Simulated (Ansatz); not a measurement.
Two isomers of C5H8O2: A = `CC1(C)COC1=O`, B = `CC(=O)CC(C)=O`.

Calculated with Ansatz (gas phase, PBE0-D4/def2-TZVP geometries, no zero-point term in ΔE). CCSD(T)/CBS adds triple-zeta CCSD(T) − MP2 to the extrapolated MP2 energy (def2 sets, frozen cores). DFT in def2-TZVPP. One conformer a species, not always the lowest.

A:

Z-matrix (Å, degrees):
```
C
C 1 1.516
H 1 1.093 2 110.4
H 1 1.092 2 110.2 3 119.4
H 1 1.092 2 111.7 3 -120.6
C 2 1.517 1 112.5 3 -59.4
C 2 1.535 1 115.9 3 77.2
C 2 1.526 1 113.3 3 170.4
H 6 1.092 2 110.2 1 -60.0
H 6 1.093 2 110.4 1 59.4
H 6 1.092 2 111.6 1 180.0
O 7 1.454 2 90.7 1 112.5
H 7 1.091 2 116.1 1 -134.1
H 7 1.091 2 116.1 1 -1.0
O 8 1.185 2 137.4 1 64.9
```

B:

```xyz
15

C     0.668   -0.655    2.024
C    -0.327    0.081    1.178
O    -1.518    0.006    1.339
C     0.255    0.907    0.038
C     0.347   -0.009   -1.175
C    -0.866   -0.052   -2.054
O     1.329   -0.679   -1.367
H     1.257    0.066    2.598
H     0.159   -1.337    2.702
H     1.369   -1.195    1.382
H    -0.418    1.743   -0.153
H     1.259    1.254    0.280
H    -0.982    0.912   -2.557
H    -1.760   -0.198   -1.441
H    -0.771   -0.844   -2.794
```

Which isomer does CCSD(T)/CBS put lower? Give the gap. (Best estimate.)

Computed: B, by 3.1 kcal/mol.

Give E(B) − E(A) in kcal/mol with PBE-D4, LDA (SPW92), CCSD/def2-TZVPP, r2SCAN-D4, PBE0-D4, ωB97M-V, HF/def2-TZVPP. (An estimate is asked.)

Computed: PBE-D4 -2.9, LDA (SPW92) 2.3, CCSD/def2-TZVPP -3.1, r2SCAN-D4 -3.8, PBE0-D4 -1.3, ωB97M-V -2.9, HF/def2-TZVPP -8.7. The order is the other way round with LDA (SPW92).

Largest T1 diagnostic: 0.015.

From PBE to PBE0 (25 % exact exchange), in def2-TZVPP and without D4, E(B) − E(A) moves by +1.6 kcal/mol. In def2-TZVPP, CCSD(T) changes the Hartree–Fock value by +6.2 kcal/mol (the triples alone add +0.5 kcal/mol) and MP2 by +7.8 kcal/mol.
